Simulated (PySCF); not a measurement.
A calculated (LDA, PySCF 2.14, aug-cc-pVDZ-DK, the spin-free X2C one-electron Hamiltonian (Gaussian nucleus)) atom or ion has these occupied shells.

```
shell  electrons  orbital energy (eV)  rms radius, mean of both spins (bohr)
 1s α          1              -7564.8                                 0.0649
 1s β          1              -7564.8                                 0.0649
 2s α          1              -892.00                                  0.278
 2s β          1              -891.01                                  0.278
 2p α          3              -764.58                                  0.249
 2p β          3              -763.80                                  0.249
 3s α          1              -97.677                                  0.837
 3s β          1              -95.594                                  0.837
 3p α          3              -61.453                                  0.897
 3p β          3              -59.403                                  0.897
 3d α          5               -5.093                                   1.43
 4s α          1               -5.058                                   3.26
 3d β          3               -3.366                                   1.43
```

Name the element and its charge.

Co (cobalt, neutral), in [Ar] 3d8 4s1, high-spin 4F determinant (an excited configuration).
